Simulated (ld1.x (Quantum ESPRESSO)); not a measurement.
## Reading a pseudo-wave (O (Z = 8))

Columns: radius, all-electron u(r) and pseudo u(r) of the 2s shell (level -23.87 eV) of oxygen in the configuration [He] 2s1.75 2p4.25; LDA (PZ), scalar-relativistic, PAW scheme, ld1.x (Quantum ESPRESSO) 7.5.

```tsv
r (bohr)	all-electron	pseudo
0.055	0.3513	-0.0918
0.110	0.4208	-0.1829
0.165	0.3406	-0.2726
0.220	0.1878	-0.3600
0.275	0.0074	-0.4444
0.330	-0.1747	-0.5250
0.385	-0.3442	-0.6010
0.440	-0.4937	-0.6716
0.495	-0.6206	-0.7361
0.550	-0.7243	-0.7935
0.605	-0.8060	-0.8434
0.660	-0.8675	-0.8848
0.715	-0.9111	-0.9174
0.770	-0.9392	-0.9406
0.825	-0.9542	-0.9542
0.880	-0.9580	-0.9580
0.935	-0.9527	-0.9527
0.990	-0.9399	-0.9399
1.045	-0.9213	-0.9213
1.100	-0.8980	-0.8980
1.155	-0.8712	-0.8712
1.210	-0.8417	-0.8417
1.265	-0.8104	-0.8104
1.320	-0.7779	-0.7779
1.375	-0.7447	-0.7447
1.430	-0.7113	-0.7113
```

(1) How many radial nodes do the two functions have?

(2) At about which radius was the pseudo-wave matched?

(3) Is the pseudo-wave norm-conserving?

Results:

(1) The all-electron 2s function has n − l − 1 = 1; the pseudo-wave has 0, since the states of the same l below it are removed with the core.

(2) 0.85 bohr, where the columns begin to agree (steps of 0.06 bohr).

(3) No, it belongs to a PAW set: the norm inside the radius is not constrained, and the difference is carried by the augmentation charge.
